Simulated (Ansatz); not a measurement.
`BB1CN1` + H₂O → `OB1CN1` + BH₃ at 700 K and 1 bar (formal hydrolysis of a B–B bond).

Gas-phase electronic energies from Ansatz, PBE0-D4/def2-TZVP geometries. CCSD(T)/CBS adds triple-zeta CCSD(T) − MP2 to the extrapolated MP2 energy (def2 sets, frozen cores). This one scheme is used for every species. Each species was taken in one conformer, which may not be the lowest.

```json
{"species": "`BB1CN1`", "CCSD(T)/CBS energy (Eh)": "-145.29038", "H − E (kJ/mol)": "234.3", "S (J/(mol·K))": "388.5"}
{"species": "H₂O", "CCSD(T)/CBS energy (Eh)": "-76.37941", "H − E (kJ/mol)": "80.5", "S (J/(mol·K))": "218.4"}
{"species": "`OB1CN1`", "CCSD(T)/CBS energy (Eh)": "-195.15150", "H − E (kJ/mol)": "213.5", "S (J/(mol·K))": "361.3"}
{"species": "BH₃", "CCSD(T)/CBS energy (Eh)": "-26.55200", "H − E (kJ/mol)": "96.5", "S (J/(mol·K))": "225.0"}
```

H − E and S are ideal-gas, rigid-rotor, harmonic terms from PBE0-D4/def2-TZVP, for one conformer and one mirror image of each species. 1 Eh = 2625.50 kJ/mol, R = 8.31446 J/(mol·K).

Question: By hand: ΔE, ΔH, ΔS and ΔG.

Answer: ΔE = (-195.15150) + (-26.55200) − (-145.29038) − (-76.37941) = -0.03371 Eh = -88.5 kJ/mol. Δ(H − E) = 213.5 + 96.5 − 234.3 − 80.5 = -4.8, so ΔH = -93.3 kJ/mol. ΔS = 361.3 + 225.0 − 388.5 − 218.4 = -20.6 J/(mol·K). ΔG = -93.3 − 700 × (-20.6)/1000 = -78.9 kJ/mol.

Question: By hand: the equilibrium constant, and the temperature at which ΔG would vanish if ΔH and ΔS stayed fixed.

Answer: log₁₀ K = −ΔG/(RT ln 10) = 5.9. ΔG = 0 at ΔH/ΔS = 4529 K, far beyond where these terms or the molecules hold.

ΔH outweighs TΔS. A doubt of 5 kJ/mol in ΔE shifts log₁₀ K by 0.4 here. Other conformers and mirror images would add mixing entropy, several J/(mol·K) or more a flexible species. These are equilibria of isolated gas molecules and say nothing of rates. Largest T1 diagnostic: 0.015 (customary marks: 0.02 for closed shells, 0.045 for open ones).
